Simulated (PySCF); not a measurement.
W(O)(NH)(Cl)2 (Cl₂HNOW), SMILES [NH]=[W]([Cl])(=[O])[Cl], multiplicity 1.

Geometry optimised at PBE-D3(BJ)/def2-SVP. The multiplicity is an assumed one; no other spin state was optimised. The structure was generated by enumeration; whether it is a known compound was not checked. The def2 effective core potentials stand for the cores of W; spin–orbit coupling is left out.

Two levels are set side by side: PBE/def2-TZVP (PySCF) and r2SCAN/def2-TZVP (PySCF). Same geometry, gas phase. Differences are taken from unrounded values.

```csv
quantity,r2SCAN,PBE,PBE minus r2SCAN
orbital gap (eV),4.11,3.75,-0.37
highest occupied level (eV),-7.72,-7.38,0.34
lowest empty level (eV),-3.61,-3.63,-0.03
dipole moment (D),1.45,1.41,-0.04
mean polarisability (bohr³),73.2,74.8,1.5
```

Rough cost on one machine, each run with all the roots and properties that it gave: r2SCAN against PBE about 4 times.
